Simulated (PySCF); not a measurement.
**Boron: a sound run and one with changed settings**

Sound run: B+ [He] 2s2, B(2+) [He] 2s1. All numbers are calculated (PySCF 2.14, the non-relativistic Hamiltonian (point nucleus), in def2-TZVP (5s3p2d1f, 31 functions)). The sound run starts from symmetry-adapted Hartree-Fock orbitals and uses a fine grid where one is needed.

Changed run: 14 angular points. This setting is unsound on purpose.

```tsv
species	method	sound run (hartree)	changed run (hartree)	converged
B+	UHF	-24.23683	-24.23683	yes
B+	MN15	-24.32553	-24.32553	yes
B+	r2SCAN	-24.31467	-24.31467	yes
B(2+)	UHF	-23.37541	-23.37541	yes
B(2+)	MN15	-23.42440	-23.42440	yes
B(2+)	r2SCAN	-23.42337	-23.42337	yes
```

Ionisation energy of B+:

| method | sound run (eV) | changed run (eV) |
| --- | --- | --- |
| UHF | 23.441 | 23.441 |
| MN15 | 24.521 | 24.521 |
| r2SCAN | 24.254 | 24.254 |

Here the setting changes nothing at the digits shown.

For comparison, NIST gives 25.155 eV between the lowest levels.
